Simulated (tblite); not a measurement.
Compound: C₅H₈O₂Se (charge +1 and doublet state).
Numbering: `[CH2:1]=[C:2]([CH2:3][Se+:4][CH3:5])[O:6][CH:7]=[O:8]` (hydrogens: H9, H10 on C1; H11, H12 on C3; H13, H14, H15 on C5; H16 on C7)
Bond orders are those of one Lewis drawing.

Computed with GFN2-xTB (tblite), gas phase: L-BFGS steps from a force-field or distance-geometry start until the largest atomic force falls under 0.01 eV/Å.

The end geometry, which sets the zero of energy:
```
atom  x, y, z in Å
C1      1.5157   -0.3820    2.2447
C2      1.0974   -0.0781    1.0216
C3     -0.2120    0.5715    0.7067
Se4    -1.4772   -0.7587   -0.0720
C5     -2.3795    0.3322   -1.3741
O6      1.9778   -0.3371   -0.0346
C7      1.5833   -0.6532   -1.2306
O8      0.4435   -0.7685   -1.6264
H9      2.4830   -0.8268    2.4014
H10     0.9159   -0.1765    3.1122
H11    -0.6570    0.9660    1.6198
H12    -0.1040    1.3688   -0.0311
H13    -1.6925    0.5298   -2.1962
H14    -2.7122    1.2618   -0.9152
H15    -3.2368   -0.2265   -1.7442
H16     2.4469   -0.8137   -1.8934
```

Question: These geometries come from the run, each turned onto the end geometry. Order them by energy, lowest first.
A.
```
atom  x, y, z in Å
C1      1.2140   -0.3881    2.2028
C2      1.1356   -0.1023    0.9106
C3     -0.0454    0.5164    0.2569
Se4    -1.3000   -0.8641   -0.4825
C5     -2.6889    0.4008   -0.9767
O6      2.2372   -0.3636    0.1026
C7      2.0827   -0.6870   -1.1478
O8      1.0281   -0.8511   -1.7157
H9      2.0889   -0.8704    2.6055
H10     0.3771   -0.1313    2.8276
H11    -0.5380    1.1658    0.9727
H12     0.2125    1.0789   -0.6415
H13    -2.3397    0.9584   -1.8392
H14    -2.9203    1.0933   -0.1721
H15    -3.5946   -0.1294   -1.2455
H16     3.0432   -0.8171   -1.6689
```
B.
```
atom  x, y, z in Å
C1      1.5301   -0.3548    2.2405
C2      1.0897   -0.0809    1.0184
C3     -0.2314    0.5454    0.7070
Se4    -1.4913   -0.7806   -0.0863
C5     -2.3668    0.3522   -1.3696
O6      1.9668   -0.3423   -0.0401
C7      1.5748   -0.6808   -1.2303
O8      0.4369   -0.8100   -1.6263
H9      2.5091   -0.7757    2.3873
H10     0.9419   -0.1480    3.1152
H11    -0.6835    0.9286    1.6219
H12    -0.1366    1.3479   -0.0274
H13    -1.6508    0.6187   -2.1452
H14    -2.7477    1.2457   -0.8778
H15    -3.1883   -0.2089   -1.8091
H16     2.4396   -0.8477   -1.8896
```
C.
```
atom  x, y, z in Å
C1      1.5644   -0.2842    2.2661
C2      1.0864   -0.1479    1.0303
C3     -0.2386    0.4585    0.6913
Se4    -1.4657   -0.8201   -0.2120
C5     -2.4170    0.3916   -1.3775
O6      1.9555   -0.5206    0.0039
C7      1.6021   -0.7150   -1.2290
O8      0.4849   -0.6575   -1.6982
H9      2.5596   -0.6694    2.4205
H10     0.9998    0.0202    3.1295
H11    -0.7228    0.8096    1.6030
H12    -0.1124    1.2932   -0.0023
H13    -1.7158    0.7735   -2.1173
H14    -2.8559    1.1989   -0.7961
H15    -3.2077   -0.1665   -1.8753
H16     2.4755   -0.9552   -1.8482
```
D.
```
atom  x, y, z in Å
C1      1.2400   -0.3858    2.2014
C2      1.1308   -0.0848    0.9161
C3     -0.0624    0.5711    0.2993
Se4    -1.2317   -0.7906   -0.5306
C5     -2.6652    0.4054   -1.0342
O6      2.2054   -0.3545    0.0587
C7      2.0269   -0.7486   -1.1674
O8      0.9845   -0.9848   -1.7347
H9      2.1296   -0.8490    2.5903
H10     0.4401   -0.1680    2.8880
H11    -0.6375    1.1193    1.0459
H12     0.2391    1.2626   -0.4917
H13    -2.3801    1.0032   -1.8986
H14    -2.8933    1.0617   -0.1961
H15    -3.5327   -0.2004   -1.2854
H16     2.9988   -0.8479   -1.6725
```
E.
```
atom  x, y, z in Å
C1      1.4827   -0.3153    2.2694
C2      1.1084   -0.1131    1.0064
C3     -0.1869    0.4900    0.5581
Se4    -1.3999   -0.8139   -0.3354
C5     -2.5496    0.4174   -1.2915
O6      2.0629   -0.4424    0.0342
C7      1.7724   -0.7410   -1.1961
O8      0.6830   -0.7469   -1.7308
H9      2.4885   -0.6605    2.4518
H10     0.8557   -0.1317    3.1270
H11    -0.7023    0.9071    1.4258
H12     0.0065    1.2839   -0.1731
H13    -1.9931    0.8900   -2.1023
H14    -2.9557    1.1667   -0.6114
H15    -3.3709   -0.1611   -1.7091
H16     2.6904   -1.0201   -1.7344
```

Answer: B (0.003 eV), C (0.023 eV), E (0.074 eV), D (0.151 eV), A (0.270 eV).

In the order of the answer:

| step | E above end (eV) | largest force (eV/Å) | rms force component (eV/Å) | rms distance from end (Å) | rms bond change (Å) | bond most changed (Å) |
| --- | --- | --- | --- | --- | --- | --- |
| 92 | 0.003 | 0.03 | 0.010 | 0.049 | 0.000 | Se4–C5 -0.001 |
| 61 | 0.023 | 0.21 | 0.055 | 0.154 | 0.003 | Se4–C5 +0.008 |
| 52 | 0.074 | 0.23 | 0.086 | 0.244 | 0.004 | Se4–C5 +0.014 |
| 26 | 0.151 | 0.14 | 0.041 | 0.532 | 0.005 | C3–Se4 -0.017 |
| 12 | 0.270 | 0.44 | 0.157 | 0.573 | 0.007 | Se4–C5 +0.019 |

What follows is the cost of the whole relaxation. On an Arm Neoverse N1 with one thread (shared host), this took 1.4 s of wall time.
